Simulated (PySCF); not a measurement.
Lowest singlet excitation (eV) of eight silicon and germanium compounds: TDA-PBE beside TDA-M06-2X, computed with PySCF for isolated molecules in the bases named; differences from unrounded values. The eight are the first of their class met in an unordered collection, after screening for sound electronic states; none was chosen by its value. Each molecule has one DFT geometry for both levels.

```csv
molecule,basis,TDA-M06-2X,TDA-PBE,difference
"CH7FO2Si2, SMILES [SiH3]C[Si](F)(O)O",def2-SVPD,7.93,6.65,-1.27
"C2H7FO2Si, SMILES O[C@@H]([Si@H](F)O)C",def2-SVPD,6.91,(withheld),(withheld)
"1,3-azasiletidine (C2H7NSi), SMILES N1C[SiH2]C1",def2-SVPD,6.03,4.55,-1.48
"CH₁₀FNSi₃, SMILES N[SiH2][Si@@H](F)C[SiH3]",def2-SVPD,5.91,5.00,-0.91
"C2H7FOSi2, SMILES C=C[Si@@H](F)O[SiH3]",def2-SVPD,6.40,(withheld),(withheld)
"C2H3F2NOSi, SMILES C[Si](F)(F)N=C=O",def2-SVPD,7.13,(withheld),(withheld)
"Si(F)2(OH)(OMe) (CH₄F₂O₂Si), SMILES CO[Si](O)(F)F",def2-SVPD,8.31,6.53,-1.78
"C4H5FSi, SMILES C#C/C=C\[SiH2]F",def2-SVPD,5.20,4.74,-0.46
```

Task: Some entries are withheld; supply them. (The exact figures need the calculation; the answer reports its results.)

Result: 
- C2H7FOSi2, SMILES C=C[Si@@H](F)O[SiH3], TDA-PBE: 5.50
- C2H7FOSi2, SMILES C=C[Si@@H](F)O[SiH3], difference: -0.89
- C2H7FO2Si, SMILES O[C@@H]([Si@H](F)O)C, TDA-PBE: 5.43
- C2H7FO2Si, SMILES O[C@@H]([Si@H](F)O)C, difference: -1.48
- C2H3F2NOSi, SMILES C[Si](F)(F)N=C=O, TDA-PBE: 7.08
- C2H3F2NOSi, SMILES C[Si](F)(F)N=C=O, difference: -0.05

TDA-PBE lies below TDA-M06-2X in 8 and above it in 0 of the eight; the mean signed difference is -1.04 and the largest -1.78 eV.
